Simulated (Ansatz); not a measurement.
One change: `CB[BH][InH][NH2]` becomes `CBBF`.

Ansatz, PBE0-D4/def2-TZVP geometries, multiplicity 1. Each molecule was computed in one conformer, which needn't be the lowest.

Elements past krypton have def2 core potentials.

| property | `CB[BH][InH][NH2]` |
| --- | --- |
| HOMO–LUMO gap (B3LYP/def2-TZVPP) / eV | 4.43 |
| HOMO energy (PBE0/def2-TZVPP) / eV | -6.79 |
| size of the dipole moment (ωB97M-V/def2-TZVPP) / D | 1.01 |
| size of the dipole moment (PBE/def2-TZVPP) / D | 1.07 |
| HOMO–LUMO gap (PBE/def2-TZVPP) / eV | 2.72 |
| HOMO–LUMO gap (ωB97M-V/def2-TZVPP) / eV | 8.84 |

**Question.** What does the change do to each property? (Estimate.)

**Answer.** Ansatz gave: 
| property | `CBBF` | shift |
| --- | --- | --- |
| HOMO–LUMO gap (B3LYP/def2-TZVPP) / eV | 5.92 | 1.49 |
| HOMO energy (PBE0/def2-TZVPP) / eV | -7.81 | -1.02 |
| size of the dipole moment (ωB97M-V/def2-TZVPP) / D | 1.31 | 0.30 |
| size of the dipole moment (PBE/def2-TZVPP) / D | 1.33 | 0.26 |
| HOMO–LUMO gap (PBE/def2-TZVPP) / eV | 3.88 | 1.16 |
| HOMO–LUMO gap (ωB97M-V/def2-TZVPP) / eV | 10.54 | 1.70 |

With PBE0 the HOMO falls by 1.02 eV and the LUMO rises by 0.47 eV, so the gap widens by about 1.49 eV. PBE moves the HOMO by -0.79 eV and ωB97M-V by -1.12 eV. The zero-point energy changes by -72.9 kJ/mol with -12 modes. Dipoles are sizes alone; their direction can turn.

B3LYP here is the variant with VWN-RPA as its local correlation; programs differ in this.
